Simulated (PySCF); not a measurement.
Cl₄OW, charge -1, doublet, geometry from GFN2-xTB (such geometries of metal compounds can be far from the true shape) (the multiplicity is a formal guess) (core potentials on W). Base run: DF-SCAN/def2-SV(P) (PySCF).

PySCF was given this input:
```python
from pyscf import gto, scf, dft

mol = gto.M(
    atom='''
W     0.21562861   -0.06627311   -0.11796437
O     1.64082851   -0.50430608   -0.89765128
Cl    0.44570731   -0.51632244    2.16823986
Cl   -1.28055533    0.77291167   -1.71151791
Cl   -1.23781626   -1.89865845   -0.08016462
Cl    0.36189104    2.16787270    0.55935875
''',
    basis='def2-sv(p)',
    ecp={'W': 'def2-sv(p)'},
    charge=-1,
    spin=1,
    verbose=4,
)

mf = dft.UKS(mol)
mf.xc = 'scan'
mf = mf.density_fit(auxbasis='def2-universal-jkfit')
mf.kernel()
mf.analyze()
```

Each row names what was changed in the base input (with any setting that the change needs).

```csv
change,ΔE vs base (mEh),grid points,electrons on the grid,outcome
base,0.000,113912,91.00000,converged
grids.level = 4,-20.425,178056,91.00000,converged
grids.prune = dft.gen_grid.sg1_prune,-,-,-,input refused
grids.radi_method = gauss_chebyshev,-34.945,110400,91.00000,converged
grids.prune = off,-0.007,204936,91.00000,converged
"grids.atom_grid = (50, 194)",-80.334,38104,91.00001,converged
grids.becke_scheme = stratmann,0.001,113912,91.00000,converged
"grids.atom_grid = (99, 590)",-18.282,180616,91.00000,converged
"grids.atom_grid = (30, 110)",-7.754,14584,90.99924,converged
grids.level = 5,-15.529,266528,91.00000,converged
"grids.atom_grid = (150, 974)",-17.160,448320,91.00000,converged
```

Open shells are given as the SCF converged; they aren't shown to be the lowest states, and a large step between rows can be another state.

- grids.prune = dft.gen_grid.sg1_prune: ended with `IndexError: index 74 is out of bounds for axis 0 with size 19`
